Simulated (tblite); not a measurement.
Task: Write Cartesian coordinates for `C=C[SiH][SiH2]P` [radical] as optimised with GFN2-xTB. (Doublet state.)

Result: 
```
atom  x, y, z in Å
C1     2.6861    1.5277   -0.2198
C2     1.8696    0.4878   -0.4002
Si3    0.2677    0.1868    0.4945
Si4   -1.2514   -1.2101   -0.4966
P5    -3.2338   -1.2138    0.5463
H6     3.6191    1.6275   -0.7510
H7     2.4437    2.3242    0.4637
H8     2.1766   -0.2852   -1.0963
H9    -0.1325    1.3943    1.2338
H10   -1.6271   -1.0129   -1.9098
H11   -0.7923   -2.6067   -0.3931
H12   -2.7133   -1.3751    1.8134
H13   -3.3166    0.1558    0.6974
```

Orientation and origin are arbitrary. Atoms count from 1 in this order. P5 (phosphorus bonded to Si and 2 H) is pyramidal (angles 95.9°, 95.4° and 92.2°, sum 283.5°, 0.83 Å off the plane of its three neighbours). Si3 (silicon bonded to C, Si and H) has angles 122.5°, 117.5° and 110.1°, sum 350.1°, 0.33 Å off the plane of its three neighbours. C2 (carbon bonded to C, Si and H) is planar (angles 126.0°, 118.0° and 115.9°, sum 359.9°, 0.02 Å off the plane of its three neighbours). Si4 (silicon bonded to P, Si and 2 H) is distorted tetrahedral (angles from 102.8° to 120.1°).

Bonds between heavy atoms (Å): C1=C2 1.334, C2–Si3 1.859, Si3–Si4 2.289, Si4–P5 2.240.

The geometry is computed with GFN2-xTB (gas phase). This method treats the open shell by occupation alone, without spin polarisation.

Point group: C1 (no symmetry element, even within 0.4 Å). Its GFN2-xTB frequencies are all real (lowest 33 cm⁻¹). Torsions: C1–C2–Si3–Si4 159°, C2–Si3–Si4–P5 -171°, Si3–Si4–P5–H -48° and 45°. 3 starts were optimised and ended at 0.00, 0.33 and 0.60 kcal/mol (GFN2-xTB); the lowest of these is shown.

One conformer stands for the species.
